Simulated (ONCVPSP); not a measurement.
# LDA (Perdew-Zunger) ONCV dataset for Be, scalar-relativistic all-electron reference.

Input for ONCVPSP 4.0.1:

```
# ATOM AND REFERENCE CONFIGURATION
# atsym  z   nc   nv     iexc    psfile
  Be 4.00    1    1        3      upf
#
#   n    l    f
    1    0    2.00
    2    0    2.00
#
# PSEUDOPOTENTIAL AND OPTIMIZATION
# lmax
    2
#
#   l,   rc,      ep,       ncon, nbas, qcut
    0    2.20    0.00    4    9    3.70
    1    1.70    0.47    4    8    4.60
    2    2.45    0.25    4    9    3.30
#
# LOCAL POTENTIAL
# lloc, lpopt,  rc(5),   dvloc0
    4    5    1.10    0.00
#
# VANDERBILT-KLEINMAN-BYLANDER PROJECTORs
# l, nproj, debl
    0    1    3.50
    1    2    1.60
    2    2    3.30
#
# MODEL CORE CHARGE
# icmod, fcfact, rcfact
    3    5.50    1.30
#
# LOG DERIVATIVE ANALYSIS
# epsh1, epsh2, depsh
   -2.00    5.00    0.02
#
# OUTPUT GRID
# rlmax, drl
    6.00    0.01
#
# TEST CONFIGURATIONS
# ncnf
    4
# nvcnf
#   n    l    f
    1
    2    0    1.00
#
    1
    2    0    1.50
#
    2
    2    0    1.00
    2    1    1.00
#
    2
    2    0    0.00
    2    1    1.00
#
```

Command:

```bash
oncvpsp.x < Be.dat > Be.out
```

Output (shortened: citation, most of the input echo, consistency checks and plot data are left out):

```
ONCVPSP  (Optimized Norm-Conservinng Vanderbilt PSeudopotential)
scalar-relativistic version 4.0.1

#   n    l    f        energy (Ha)
    1    0    2.00    -3.8562448E+00
    2    0    2.00    -2.0603218E-01

Reference configufation results
  iterations    22
  all-electron total energy (Ha)   -1.44490277D+01

Begin loop to  construct optimized pseudo wave functions
and semi-local pseudopoentials for all angular momenta

Calculating optimized projector #   1

 for l=   0

    Fraction of norm inside rc  0.414305
    Optimizing pswf for qcut=   3.70 a_B^-1,  ecut=   6.84 Ha
    Residual kinetic energy error=  5.55D-05 Ha

    Energy error per electron        Cutoff
         Ha          eV             Ha
         0.01000     0.27211        1.11
         0.00100     0.02721        4.57
         0.00010     0.00272        6.43
         0.00001     0.00027       28.39

WARNING wellstate: moderately localized bound state found for n= 2 l=  1
WARNING scattering state with energy  0.05000000
WARNING will be used for the first projector

   Wellstate for l =  1  n =  2
     eigenvalue =   0.0500
     asymptotic potential =   0.5500
     half-point radius =  2.9992

   Wellstate for l =  1  n =  4
     eigenvalue =   1.6500
     asymptotic potential =   2.1500
     half-point radius =  4.2472

Calculating optimized projector #   1

 for l=   1

    Fraction of norm inside rc  0.400091
    Optimizing pswf for qcut=   4.61 a_B^-1,  ecut=  10.63 Ha
    Residual kinetic energy error=  8.93D-04 Ha

    Energy error per electron        Cutoff
         Ha          eV             Ha
         0.01000     0.27211        6.53
         0.00100     0.02721       10.61
         0.00010     0.00272       51.65
         0.00001     0.00027       69.95

Calculating optimized projector #   2

 for l=   1

    Fraction of norm inside rc  0.141853
    Optimizing pswf for qcut=   4.61 a_B^-1,  ecut=  10.63 Ha
    Residual kinetic energy error=  4.63D-03 Ha

    Energy error per electron        Cutoff
         Ha          eV             Ha
         0.01000     0.27211        9.14
         0.00100     0.02721       13.50
         0.00010     0.00272       31.90
         0.00001     0.00027       75.83

   Wellstate for l =  2  n =  3
     eigenvalue =   0.2500
     asymptotic potential =   0.7500
     half-point radius =  6.2935

   Wellstate for l =  2  n =  6
     eigenvalue =   3.5500
     asymptotic potential =   4.0500
     half-point radius =  4.5753

Calculating optimized projector #   1

 for l=   2

    Fraction of norm inside rc  0.093649
    Optimizing pswf for qcut=   3.30 a_B^-1,  ecut=   5.46 Ha
    Residual kinetic energy error=  3.50D-05 Ha

    Energy error per electron        Cutoff
         Ha          eV             Ha
         0.01000     0.27211        1.21
         0.00100     0.02721        2.72
         0.00010     0.00272        4.62
         0.00001     0.00027       10.39

Calculating optimized projector #   2

 for l=   2

    Fraction of norm inside rc  0.182797
    Optimizing pswf for qcut=   3.30 a_B^-1,  ecut=   5.46 Ha
    Residual kinetic energy error=  1.11D-01 Ha

    Energy error per electron        Cutoff
         Ha          eV             Ha
         0.01000     0.27211        7.11
         0.00100     0.02721       24.24
         0.00010     0.00272       60.50
         0.00001     0.00027       68.67

Construct Vanderbilt / Kleinmman-Bylander projectors

B matrix Hermiticity error, ll=   1
   1   2   -3.5729E-05

  Orthonormal projector coefficients -2.3498E+00 -9.0138E-01

B matrix Hermiticity error, ll=   2
   1   2    1.8893E-07

  Orthonormal projector coefficients  6.4013E+00 -1.2475E+00

Model core correction analysis
  based on d2Exc/dn_idn_j

d2excae - all-electron derivatives

   -4.575613D-02

d2excps - pseudofunction derivatives with no core correction

   -4.842754D-02

rms 2nd derivative error    2.671416E-03

rmatch, rhocmatch    1.0271    0.2698

Teter function model core charge with specified parameters

d2excps - pseudofunction derivatives with core correction

   -4.608329D-02

rms 2nd derivative error    3.271614E-04

Pseudoatom total energy   -1.002678

Diagnostic tests using Vanderbilt-Kleinman-Bylander pseudopotentials
  1 or more projectors used as specified by nproj input data

   l    rcore       rmatch      e in        delta e   norm test  slope test

   0   2.2088160   2.2758804  -0.2060322  -0.0000006   0.9999998   1.0000093

   1   1.7078368   1.7596904   0.0500000   0.0000009   1.0000259   1.0000259
   1   1.7078368   1.7596904   1.6500000   0.0000005   1.0000851   1.0000851

   2   2.4599325   2.5346213   0.2500000   0.0000023   1.0000007   1.0000007
   2   2.4599325   2.5346213   3.5500000   0.0000473   1.0000031   1.0000031

 Testing for bound ghosts
   n   l    E NL Schr. Eq   E Basis Diag.   E Cutoff

   1   0       -0.206033       -0.201590     53.47

   2   1       -0.077352       -0.032228    103.18

 Testing for highly-localized positive-energy ghosts
       l    <radius>/rc     E Basis Diag.   E Cutoff

Test configuration 0

   n   l     f        eae           eps        diff
   1   0  2.0000   -3.85624477
   2   0  2.0000   -0.20603218   -0.20603277   -5.86D-07

    Total energies and differences
      AE_ref= -1.44490277D+01  AE_tst= -1.44490277D+01  dif=  0.00D+00
      PS_ref= -1.00267818D+00  PS_tst= -1.00267818D+00  dif= -8.88D-16
      PSP excitation error=  8.88D-16

Test configuration 1

   n   l     f        eae           eps        diff
   1   0  2.0000   -4.27809161
   2   0  1.0000   -0.50153526   -0.50096745    5.68D-04

    Total energies and differences
      AE_ref= -1.44490277D+01  AE_tst= -1.40991827D+01  dif=  3.50D-01
      PS_ref= -1.00267818D+00  PS_tst= -6.53093022D-01  dif=  3.50D-01
      PSP excitation error=  2.60D-04

Test configuration 2

   n   l     f        eae           eps        diff
   1   0  2.0000   -4.05219438
   2   0  1.5000   -0.34786113   -0.34761132    2.50D-04

    Total energies and differences
      AE_ref= -1.44490277D+01  AE_tst= -1.43111586D+01  dif=  1.38D-01
      PS_ref= -1.00267818D+00  PS_tst= -8.64864476D-01  dif=  1.38D-01
      PSP excitation error=  5.54D-05

Test configuration 3

   n   l     f        eae           eps        diff
   1   0  2.0000   -3.90411624
   2   0  1.0000   -0.22569262   -0.22568241    1.02D-05
   2   1  1.0000   -0.09570364   -0.09578469   -8.10D-05

    Total energies and differences
      AE_ref= -1.44490277D+01  AE_tst= -1.43196943D+01  dif=  1.29D-01
      PS_ref= -1.00267818D+00  PS_tst= -8.73388364D-01  dif=  1.29D-01
      PSP excitation error=  4.36D-05

Test configuration 4

   n   l     f        eae           eps        diff
   1   0  2.0000   -4.29386892
   2   1  1.0000   -0.36437590   -0.36474626   -3.70D-04

    Total energies and differences
      AE_ref= -1.44490277D+01  AE_tst= -1.39590139D+01  dif=  4.90D-01
      PS_ref= -1.00267818D+00  PS_tst= -5.12539053D-01  dif=  4.90D-01
      PSP excitation error= -1.25D-04
```

The run took about 3.1 s on one core of a shared server CPU.
